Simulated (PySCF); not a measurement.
## Bond curve of MgTe⁻

Set-up: basis Mg aug-cc-pVDZ, Te aug-cc-pVDZ-PP with ECP28; scalar-relativistic core potentials; PySCF 2.14. Energies in eV from Mg + Te⁻ in their ground configurations at the same level. State: ²Σ⁺ (doublet), unpaired electrons σ ↑.

All columns are PBE0. A positive dipole points towards Te; it is taken about the centre of mass and depends on that origin.

```json
{"R (Å)": "2.214", "E (eV)": "-0.972", "μ (D)": "1.85", "Mulliken charge on Mg (basis-dependent)": "-0.54", "HOMO (eV)": "-0.36", "LUMO (eV)": "1.87", "Mayer bond order": "1.85", "⟨S²⟩": "0.75"}
{"R (Å)": "2.317", "E (eV)": "-1.392", "μ (D)": "1.58", "Mulliken charge on Mg (basis-dependent)": "-0.46", "HOMO (eV)": "-0.47", "LUMO (eV)": "1.78", "Mayer bond order": "1.77", "⟨S²⟩": "0.75"}
{"R (Å)": "2.420", "E (eV)": "-1.620", "μ (D)": "1.32", "Mulliken charge on Mg (basis-dependent)": "-0.36", "HOMO (eV)": "-0.57", "LUMO (eV)": "1.67", "Mayer bond order": "1.68", "⟨S²⟩": "0.75"}
{"R (Å)": "2.497", "E (eV)": "-1.697", "μ (D)": "1.14", "Mulliken charge on Mg (basis-dependent)": "-0.30", "HOMO (eV)": "-0.64", "LUMO (eV)": "1.59", "Mayer bond order": "1.61", "⟨S²⟩": "0.75"}
{"R (Å)": "2.574", "E (eV)": "-1.716", "μ (D)": "0.98", "Mulliken charge on Mg (basis-dependent)": "-0.24", "HOMO (eV)": "-0.71", "LUMO (eV)": "1.52", "Mayer bond order": "1.55", "⟨S²⟩": "0.76"}
{"R (Å)": "2.651", "E (eV)": "-1.691", "μ (D)": "0.84", "Mulliken charge on Mg (basis-dependent)": "-0.19", "HOMO (eV)": "-0.77", "LUMO (eV)": "1.44", "Mayer bond order": "1.48", "⟨S²⟩": "0.76"}
{"R (Å)": "2.754", "E (eV)": "-1.608", "μ (D)": "0.69", "Mulliken charge on Mg (basis-dependent)": "-0.14", "HOMO (eV)": "-0.73", "LUMO (eV)": "1.34", "Mayer bond order": "1.39", "⟨S²⟩": "0.76"}
{"R (Å)": "2.883", "E (eV)": "-1.457", "μ (D)": "0.57", "Mulliken charge on Mg (basis-dependent)": "-0.09", "HOMO (eV)": "-0.68", "LUMO (eV)": "1.22", "Mayer bond order": "1.27", "⟨S²⟩": "0.76"}
{"R (Å)": "3.037", "E (eV)": "-1.245", "μ (D)": "0.53", "Mulliken charge on Mg (basis-dependent)": "-0.07", "HOMO (eV)": "-0.64", "LUMO (eV)": "1.11", "Mayer bond order": "1.11", "⟨S²⟩": "0.77"}
{"R (Å)": "3.243", "E (eV)": "-0.970", "μ (D)": "0.62", "Mulliken charge on Mg (basis-dependent)": "-0.07", "HOMO (eV)": "-0.61", "LUMO (eV)": "1.01", "Mayer bond order": "0.87", "⟨S²⟩": "0.77"}
```

A fit through these points gives, at Re = 2.564 Å, μ = 1.00 D and dμ/dR = -2.00 D/Å; the reduced mass is 20.25 u.

Problem. How strong is the fundamental in the double-harmonic approximation, I = 42.26·(dμ/dR)²/μred km/mol?

Solution. I = 42.26·(-2.00)²/20.25 = 8.35 km/mol at PBE0.

Spin–orbit coupling is left out, which matters for elements this heavy, above all for dissociation energies. For an ion De counts to the pair picked by the measured ionisation energies or electron affinities, which need not be the lowest pair at this level. The state is the lowest determinant that a PBE0 search found; another state may lie lower at other levels.
